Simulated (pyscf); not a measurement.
## `[Br][B]([Br])[Br]`, singlet

Gas-phase minimum from PySCF at ωB97X-D3(BJ)/def2-SVP, one conformer. 

```xyz
4

Br     1.4221     1.8683    -0.8526
B      0.3007     0.4771    -0.2249
Br     0.4034    -0.0794     1.5825
Br    -0.9206    -0.3604    -1.4056
```

Bonds (Å): Br1–B2 1.894, B2–Br3 1.894, B2–Br4 1.894. Angles (°): Br1–B2–Br3 120.0, Br1–B2–Br4 120.0, Br3–B2–Br4 120.0.

Properties at ωB97X-D3(BJ)/def2-SVP:

```json
{
 "harmonic_wavenumbers_unscaled": "153, 153, 292, 388, 881, 881 cm⁻¹",
 "zero_point_energy": "3.9 kcal/mol",
 "rotational_symmetry_number": "6",
 "Entropy of this conformer at 298 K and 1 atm, rigid rotor and harmonic oscillator, modes under 100 cm⁻¹ raised to 100": "323.4 J/(mol K)",
 "dipole_moment": "0.00 D"
}
```

Single-point totals, which compare only within one level (frozen core for MP2 and CC):

```json
[
 {"level": "ωB97X-D3(BJ)/def2-TZVP", "total energy (hartree)": "-7747.19095"},
 {"level": "PBE/def2-TZVP", "total energy (hartree)": "-7746.23201"},
 {"level": "r²SCAN/def2-TZVP", "total energy (hartree)": "-7747.37106"},
 {"level": "B3LYP-D3(BJ)/def2-TZVP", "total energy (hartree)": "-7747.52228"},
 {"level": "PBE0-D3(BJ)/def2-TZVP", "total energy (hartree)": "-7746.50864"},
 {"level": "M06-2X/def2-TZVP", "total energy (hartree)": "-7747.53389"},
 {"level": "ωB97M-D3(BJ)/def2-TZVP", "total energy (hartree)": "-7747.45330"},
 {"level": "HF/def2-TZVPP", "total energy (hartree)": "-7742.04314"},
 {"level": "MP2/def2-TZVPP", "total energy (hartree)": "-7742.96715"},
 {"level": "CCSD/def2-TZVPP", "total energy (hartree)": "-7742.97671"},
 {"level": "CCSD(T)/def2-TZVPP", "total energy (hartree)": "-7743.01275"}
]
```

The CCSD(T) − MP2 part came from Ansatz, without density fitting, on the same reference. The frozen core leaves the outer d or s,p core shells of the metals and heavy elements correlated in the MP2 and CC values, and def2-TZVPP describes them poorly, so these totals are far from the basis limit. Elements up to Kr have no core potential and no relativistic terms here.
